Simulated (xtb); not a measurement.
CH₃O₃Re, charge +1, doublet, from a rough starting geometry (GFN-xTB shapes and energies of metal compounds can be far from the true ones) (the multiplicity is a formal guess); xtb with GFN2-xTB.

The xtb input:
```
$ xtb mol.xyz --gfn 2 --chrg 1 --uhf 1 --opt vtight --json

# file mol.xyz
8

Re     0.51461155    -0.93825673    -0.50694922
O      1.71883272    -0.08582300    -1.25683332
O      0.79998666    -1.62179674     0.95175958
O     -0.80656268    -1.41045753    -1.28788852
C     -0.41706383     0.84272175     0.35165945
H      0.32057806     1.46315184     0.76240977
H     -1.14373985     0.50778056     1.25811794
H     -1.04302603     1.34453778    -0.40897327
```

Output, abridged:

```
   ID    Z sym.   atoms
    1   75 Re     1
    2    8 O      2-4
    3    6 C      5
    4    1 H      6-8

           -------------------------------------------------
          |                Calculation Setup                |
           -------------------------------------------------

           -------------------------------------------------
          |                 G F N 2 - x T B                 |
           -------------------------------------------------

          ...................................................
          :                      SETUP                      :
          :.................................................:
          :  # basis functions                  29          :
          :  # atomic orbitals                  28          :
          :  # shells                           14          :
          :  # electrons                        31          :
          :  max. iterations                   250          :
          :  Hamiltonian                  GFN2-xTB          :
          :  restarted?                      false          :
          :  GBSA solvation                  false          :
          :  PC potential                    false          :
          :  electronic temp.          300.0000000     K    :
          :  accuracy                    1.0000000          :
          :  -> integral cutoff          0.2500000E+02      :
          :  -> integral neglect         0.1000000E-07      :
          :  -> SCF convergence          0.1000000E-05 Eh   :
          :  -> wf. convergence          0.1000000E-03 e    :
          :  Broyden damping             0.4000000          :
          :  net charge                          1          :
          :  unpaired electrons                  1          :
          ...................................................

 iter      E             dE          RMSdq      gap      omega  full diag
   1    -18.3483023 -0.183483E+02  0.890E+00    2.46       0.0  T
   2    -18.1025051  0.245797E+00  0.125E+01    3.61       1.0  T
   3    -18.5695661 -0.467061E+00  0.325E+00    3.41       1.0  T
   4    -18.4242677  0.145298E+00  0.506E+00    3.01       1.0  T
   5    -18.5675087 -0.143241E+00  0.212E+00    3.28       1.0  T
   6    -18.4199120  0.147597E+00  0.489E+00    2.92       1.0  T
   7    -18.5401455 -0.120234E+00  0.258E+00    3.20       1.0  T
   8    -18.5221785  0.179670E-01  0.247E+00    3.34       1.0  T
   9    -18.5863311 -0.641526E-01  0.663E-01    3.39       1.0  T
  10    -18.5854075  0.923554E-03  0.778E-01    3.41       1.0  T
  11    -18.5864886 -0.108105E-02  0.690E-01    3.40       1.0  T
  12    -18.5839827  0.250583E-02  0.754E-01    3.40       1.0  T
  13    -18.5874190 -0.343626E-02  0.307E-01    3.38       1.0  T
  14    -18.5880374 -0.618439E-03  0.178E-01    3.39       1.0  T
  15    -18.5879417  0.956929E-04  0.183E-01    3.38       1.0  T
  16    -18.5882906 -0.348898E-03  0.497E-02    3.39       1.0  T
  17    -18.5882894  0.124760E-05  0.431E-02    3.39       1.0  T
  18    -18.5883053 -0.159289E-04  0.211E-02    3.39       1.7  T
  19    -18.5883043  0.989701E-06  0.166E-02    3.39       2.1  T
  20    -18.5883052 -0.861643E-06  0.124E-02    3.39       2.8  T
  21    -18.5883067 -0.147707E-05  0.283E-03    3.39      12.5  T
  22    -18.5883067 -0.202771E-08  0.258E-03    3.39      13.7  T
  23    -18.5883067 -0.556739E-07  0.111E-03    3.39      32.0  T
  24    -18.5883067 -0.124092E-07  0.147E-04    3.39     241.0  T
  25    -18.5883067 -0.149395E-09  0.663E-05    3.39     532.9  T

   *** convergence criteria satisfied after 25 iterations ***

         :::::::::::::::::::::::::::::::::::::::::::::::::::::
         ::                     SUMMARY                     ::
         :::::::::::::::::::::::::::::::::::::::::::::::::::::
         :: total energy             -18.457668901602 Eh    ::
         :: gradient norm              0.098011410924 Eh/a0 ::
[...]
 * total energy  :   -18.4665603 Eh     change       -0.2642828E-04 Eh
 * total energy  :   -18.4665963 Eh     change       -0.3595429E-04 Eh
 * total energy  :   -18.4666134 Eh     change       -0.1714109E-04 Eh
 * total energy  :   -18.4666198 Eh     change       -0.6436035E-05 Eh
 * total energy  :   -18.4666269 Eh     change       -0.7109992E-05 Eh
 * total energy  :   -18.4666314 Eh     change       -0.4502837E-05 Eh
 * total energy  :   -18.4666342 Eh     change       -0.2767139E-05 Eh
 * total energy  :   -18.4666352 Eh     change       -0.9926486E-06 Eh
 * total energy  :   -18.4666358 Eh     change       -0.6402747E-06 Eh
 * total energy  :   -18.4666363 Eh     change       -0.4436760E-06 Eh
 * total energy  :   -18.4666366 Eh     change       -0.3209369E-06 Eh
 * total energy  :   -18.4666367 Eh     change       -0.6646093E-07 Eh
   *** GEOMETRY OPTIMIZATION CONVERGED AFTER 19 ITERATIONS ***
         :: total energy             -18.466636681744 Eh    ::
[...]
        12        2.0000           -0.7385017             -20.0957
        13        1.9799           -0.7292374             -19.8436
        14        1.9790           -0.7291950             -19.8424
        15        1.8102           -0.7269243             -19.7806
        16        1.2310           -0.7244030             -19.7120 (HOMO)
        17                         -0.6021658             -16.3858 (LUMO)
        18                         -0.6021421             -16.3851
        19                         -0.5485095             -14.9257
        20                         -0.4586743             -12.4812
        21                         -0.4586317             -12.4800
        22                         -0.1227968              -3.3415
        23                         -0.0317564              -0.8641
        24                         -0.0315229              -0.8578
        25                          0.2319406               6.3114
        26                          0.4888813              13.3031
        27                          0.4890643              13.3081
        28                          0.6397157              17.4075
      -------------------------------------------------------------
                  HL-Gap            0.1222372 Eh            3.3262 eV
             Fermi-level           -0.6944150 Eh          -18.8960 eV

     #   Z          covCN         q      C6AA      α(0)
     1  75 Re       3.110     1.005   398.766    49.260
     2   8 O        0.771    -0.171    17.622     5.626
     3   8 O        0.771    -0.171    17.623     5.626
     4   8 O        0.771    -0.171    17.624     5.627
     5   6 C        3.568    -0.112    23.543     7.063
     6   1 H        0.924     0.206     1.068     1.616
     7   1 H        0.924     0.206     1.069     1.617
     8   1 H        0.924     0.206     1.069     1.617

 Mol. C6AA /au·bohr⁶  :       1567.881692
 Mol. C8AA /au·bohr⁸  :     109476.752334
 Mol. α(0) /au        :         78.051539

Wiberg/Mayer (AO) data.
largest (>0.10) Wiberg bond orders for each atom

 ---------------------------------------------------------------------------
     #   Z sym  total        # sym  WBO       # sym  WBO       # sym  WBO
 ---------------------------------------------------------------------------
     1  75 Re   7.011 --     2 O    2.012     3 O    2.011     4 O    2.011
                             5 C    0.882
     2   8 O    2.429 --     1 Re   2.012     3 O    0.190     4 O    0.189
     3   8 O    2.429 --     1 Re   2.011     2 O    0.190     4 O    0.189
     4   8 O    2.429 --     1 Re   2.011     2 O    0.189     3 O    0.189
     5   6 C    3.703 --     7 H    0.908     8 H    0.908     6 H    0.907
                             1 Re   0.882
     6   1 H    0.946 --     5 C    0.907
     7   1 H    0.946 --     5 C    0.908
     8   1 H    0.946 --     5 C    0.908
 ---------------------------------------------------------------------------

Topologies differ in total number of bonds
Writing topology from bond orders to xtbtopo.mol

molecular dipole:
                 x           y           z       tot (Debye)
 q only:       -0.144       0.266       0.086
   full:        0.223      -0.413      -0.246       1.347
molecular quadrupole (traceless):
                xx          xy          yy          xz          yz          zz
 q only:       -1.544      -3.854       3.489      -1.875       3.463      -1.945
  q+dip:       -2.016      -4.986       4.500      -2.451       4.531      -2.484
   full:       -2.172      -5.370       4.850      -2.640       4.881      -2.678

optimized geometry written to: xtbopt.xyz

           -------------------------------------------------
          | TOTAL ENERGY              -18.466636681744 Eh   |
          | GRADIENT NORM               0.000059268658 Eh/α |
          | HOMO-LUMO GAP               3.326243537208 eV   |
           -------------------------------------------------

normal termination of xtb
```
